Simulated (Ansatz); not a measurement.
System: Sc, charge 2, doublet.

Total energies in cc-pwCVQZ-DK, 9 correlated electrons, 5 frozen orbitals. UHF or UKS for unpaired electrons; spin-orbit terms are left out. The -DK rows use spin-free X2C, correlate 3s3p of the metal (1s2s2p frozen) and give its partners the cc-pVXZ-DK valence sets. Open-shell metal atoms are single determinants, not pure terms.

| method | program | energy (Eh) | minus CCSDT(Q) (mEh) |
|---|---|---|---|
| HF | Ansatz | -762.64117 | 325.01 |
| MP2 | Ansatz | -762.93745 | 28.74 |
| CCSD | Ansatz | -762.95752 | 8.67 |
| CCSD(T) | Ansatz | -762.96564 | 0.55 |
| CCSDT(Q) | Ansatz | -762.96619 | 0.00 |

Ansatz is a program for electronic structure.
